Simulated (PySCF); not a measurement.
Structure problem from calculated spectra and properties.

Elements present: C, H and P. Monoisotopic mass: 148.0571 u.

* XPS: P2p3/2 135.5, P2p3/2 135.5, C1s 290.1, C1s 290.1, C1s 290.2, C1s 290.2 (×2), C1s 290.5, P1s 2149.1, P1s 2149.1 eV [ΔSCF SCAN, pcX-2 on the ionised atom, pcseg-1 elsewhere, spin-free X2C, 2p3/2 from a spin–orbit splitting computed afterwards within the 2p shell]
* Valence photoelectron: vertical ionisation energy: 7.65 eV [ΔSCF B3LYP/def2-SVPD]
* 13C NMR: chemical shifts (computed TMS as zero) by class: 150.1 (1 C), 142.3 (1 C), 23.4 (1 C), 13.2 (1 C), 13.2 (2 C) ppm [GIAO PBE0/pcSseg-1]
* Triplet: lowest triplet excitation (Tamm–Dancoff): 3.78 eV [TDA B3LYP/def2-SVPD]
* Dipole: 0.08 D [B3LYP/def2-SVPD]
* UV, strongest line: among the 10 lowest singlet transitions: S8 at 6.36 eV (195 nm, f = 0.235) [TDDFT B3LYP/def2-SVPD]
* Rotational structure: rotational constants A, B, C: 1.711, 1.081, 0.734 GHz [PBE0-D3(BJ)/def2-SVP]
* UV, first state: lowest singlet excitation: 4.19 eV (296 nm, f = 0.019) [TDDFT B3LYP/def2-SVPD]
* Polarisability: 134.4 au [B3LYP/def2-SVPD]
* 1H NMR: chemical shifts (computed TMS as zero) by class: 6.30 (1 H), 6.21 (1 H), 6.21 (1 H), 1.42 (2 H), 1.09 (3 H), 1.00 (6 H) ppm [GIAO PBE0/pcSseg-1]

Electronic properties: PySCF, gas phase, density fitting. Levels stand in brackets. One conformer (not necessarily the lowest) at the PBE0-D3(BJ)/def2-SVP geometry, without solvent, vibrations or thermal averaging. Each NMR value is the plain mean over a class of atoms that symmetry, rotation or inversion makes alike.

Q: Which formula fits the mass and the elements?

A: C6H14P2 (calculated 148.0571). No other formula that holds each of these elements comes within 0.0003 u with a fitting electron parity and a possible valence count.

Q: Propose a structure and show how it fits.

A: Numbering: `[CH2:1]=[CH:2][P:3]([CH2:4][CH3:5])[P:6]([CH3:7])[CH3:8]`. 6 carbons fall into 5 classes; from least to most shielded: alkene CH carbon [C2] (150.1 ppm), terminal =CH2 carbon [C1] (142.3 ppm), sp3 carbon bound to phosphorus [C4] (23.4 ppm), methyl carbon [C5] (13.2 ppm), sp3 carbon bound to phosphorus [C7/C8] (13.2 ppm, 2 C). Hydrogen classes from least to most shielded: 1 H on an alkene CH carbon, C2 (6.30 ppm), 1 H on a terminal =CH2 carbon, C1 (6.21 ppm), 1 H on a terminal =CH2 carbon, C1 (6.21 ppm), 2 H on an sp3 carbon bound to phosphorus, C4 (1.42 ppm), 3 H on a methyl carbon, C5 (1.09 ppm), 6 H on 2 like atoms (sp3 carbon bound to phosphorus), C7/C8 (1.00 ppm). The core levels belong to: P2p3/2 135.5 eV, three-coordinate phosphorus [P3]; P2p3/2 135.5 eV, three-coordinate phosphorus [P6]; C1s 290.1 eV, terminal =CH2 carbon [C1]; C1s 290.1 eV, alkene CH carbon [C2]; C1s 290.2 eV, sp3 carbon bound to phosphorus [C4]; C1s 290.2 eV, sp3 carbon bound to phosphorus [C7/C8]; C1s 290.5 eV, methyl carbon [C5]; P1s 2149.1 eV, three-coordinate phosphorus [P3]; P1s 2149.1 eV, three-coordinate phosphorus [P6]. One atom of each topological class was ionised and stands for its class. The hole state at 290.1 eV has ⟨S²⟩ = 0.82 against 0.75, so that value is less sure. S1 is mainly HOMO→LUMO (weight 0.98); the largest Löwdin shares of the orbital it empties are 0.39 on a three-coordinate phosphorus, 0.34 on a three-coordinate phosphorus and 0.05 on each of 2 atoms of one kind (sp3 carbon bound to phosphorus), of the orbital it fills 0.33 on the terminal =CH2 carbon, 0.27 on the alkene CH carbon, 0.09 on a three-coordinate phosphorus and 0.08 on a three-coordinate phosphorus. The optimised geometry has point group C1 and is an asymmetric top. Structure: `C=CP(CC)P(C)C`. Computed isomers that give other values at the same levels: `PP1CCCCCC1` (rotational constant A: 2.435 GHz; this holds for the one conformer computed); `C=CC[P@](=C)(P)CC` (13C chemical shifts (computed TMS as zero) by class: 140.9 (1 C), 126.4 (1 C), 58.3 (1 C), 22.3 (1 C), 10.2 (1 C), 1.5 (1 C) ppm); `C=CC[P@](C)(P)=CC` (rotational constant A: 1.604 GHz; this holds for the one conformer computed). The assignments are read from this structure; whether some other isomer fits the data as well wasn't checked.

Conformer computed: `[CH2:1]=[CH:2][P:3]([CH2:4][CH3:5])[P:6]([CH3:7])[CH3:8]`: C1–C2–P3–C4 -146°, C2–P3–C4–C5 74°, C2–P3–P6–C7 -178°.
